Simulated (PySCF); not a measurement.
BaCl₂. Atoms are numbered in the order given.

```xyz
3

Ba     0.0000     0.0000    -0.4592
Cl     0.0000     2.4571     0.7563
Cl     0.0000    -2.4571     0.7563
```

Geometry optimised at B3LYP-D3(BJ)/def2-TZVP. The isomer is the one that the SMILES or the coordinates give; other isomers of the formula were not compared. The def2 effective core potentials stand for the cores of Ba; spin–orbit coupling is left out.

These are PBE/def2-TZVPD (PySCF) values and carry that method's errors.

Computed frontier levels, gap, dipole moment and polarisability:
```
Property                                                                                                          Value
---------------------------------------------------------------------------------------------  ------------------------
highest occupied level                                                                                         -6.29 eV
lowest empty level                                                                                             -2.46 eV
orbital gap                                                                                                     3.83 eV
dipole moment                                                                                                    7.02 D
quadrupole, principal values (traceless, Buckingham form, about the centre of nuclear charge)  -33.24, 15.54, 17.70 D·Å
mean static polarisability                                                                        74.2 bohr³ (10.99 Å³)
polarisability, principal values                                                                55.7, 63.1, 103.7 bohr³
```
